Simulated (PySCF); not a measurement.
Gas-phase equilibrium of 1 mol HF, 0.27 mol H2O at 1600 K and 0.133 bar, among 15 species (O2, F2, O, F, HO2, HOF, H2O, H, FO, H2O2, O3, HF, H2, F2O, OH). Only gases are allowed; each row takes one source of thermochemistry for all species, and Cantera finds the minimum.

Computed with PySCF and rigid-rotor harmonic-oscillator thermochemistry at 1 bar. Table values come from the NASA 1993 polynomials. † marks an energy on the PBE0/def2-TZVP geometry and frequencies. MP2 and CCSD(T) freeze the core. Open shells (unrestricted) among the columns below: O2 (multiplicity 3), O (multiplicity 3, electronic degeneracy 9), H (multiplicity 2), OH (multiplicity 2, electronic degeneracy 4); the rest are closed-shell singlets. Spin-orbit splitting is ignored; it lowers the true energy and changes the entropy of O, OH. MP2 isn't extrapolated to the basis-set limit. CCSD(T) isn't extrapolated to the basis-set limit. The harmonic model lacks anharmonicity and excited electronic states, which grow with temperature; levels with a mode under 35 cm⁻¹ are left out. The table's entry may be an old estimate for OH (not checked at source).

Molecules larger than those listed are left out. Also missing: (HF)n, which can matter at low temperature or high pressure. Table species left out: FO2, H2F2, H3F3, H4F4.

Mole fractions:

```
thermochemistry      x HF  x H2O     x H2     x O2     x OH     x H      x O
-------------------  ----  -----  -------  -------  -------  ------  -------
table                0.79   0.21  0.00032  0.00014   6.9e-5  2.7e-6   4.8e-7
CCSD(T)/def2-TZVPP†  0.79   0.21  0.00047  0.00020  0.00014  4.0e-6   1.9e-6
M06-2X/def2-TZVP†    0.79   0.21  0.00071  0.00033  0.00010  5.2e-6   6.1e-7
MP2/def2-TZVPP†      0.79   0.21  0.00025  0.00012   3.0e-5  6.4e-6   2.3e-7
PBE0/def2-SVP†       0.79   0.21   0.0019  0.00092  0.00012  2.1e-5   4.7e-7
LDA/def2-TZVP†       0.79   0.21  0.00035  0.00017   1.3e-6  1.7e-6  1.1e-10
ωB97X-V/def2-TZVP†   0.79   0.21   0.0013  0.00062  0.00012  7.7e-6   4.2e-7
```
The most sensitive of these is O: it spans a factor of 10^4.2 over these rows; at this temperature one factor of ten is RT ln 10 = 31 kJ/mol.
